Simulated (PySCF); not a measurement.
r2SCANh on Au⁻ (gold, charge -1), [Xe] 4f14 5d10 6s2, closed-shell 1S. All numbers are calculated (PySCF 2.14, scalar relativity by spin-free X2C-1e, in x2c-TZVPPall with one added diffuse shell each of s, p, d, f type (12s8p8d4f1g, 113 functions)).

```
cycle= 1 E= -19014.5675133767  delta_E= -0.0272  |g|= 0.204  |ddm|= 0.559
cycle= 2 E= -19014.5620242232  delta_E= 0.00549  |g|= 0.255  |ddm|= 0.239
cycle= 3 E= -19014.5699941226  delta_E= -0.00797  |g|= 0.053  |ddm|= 0.173
cycle= 4 E= -19014.5708100673  delta_E= -0.000816  |g|= 0.00141  |ddm|= 0.0489
cycle= 5 E= -19014.5708110012  delta_E= -9.34e-07  |g|= 0.000619  |ddm|= 0.00556
cycle= 6 E= -19014.5708111765  delta_E= -1.75e-07  |g|= 2.95e-05  |ddm|= 0.00145
cycle= 7 E= -19014.5708111786  delta_E= -2.14e-09  |g|= 2.67e-06  |ddm|= 0.000433
cycle= 8 E= -19014.5708111786  delta_E= -4.73e-11  |g|= 6.21e-07  |ddm|= 6.4e-05
converged SCF energy = -19014.5708111786  <S^2> = -4.2632564e-14  2S+1 = 1
```

Highest occupied orbital energy: 0.105 eV; ⟨L²⟩ = 0.00; populations by l: s 12.00, p 24.00, d 30.00, f 14.00.

Can this result be used?

With care. The run converged. Spin-orbit coupling, which splits the p, d and f shells strongly at this Z, is absent. At r2SCANh the highest occupied level has a positive energy, so only the finite basis holds that electron; in a semilocal or global hybrid functional this comes from self-interaction and does not mean that the real anion is unbound.
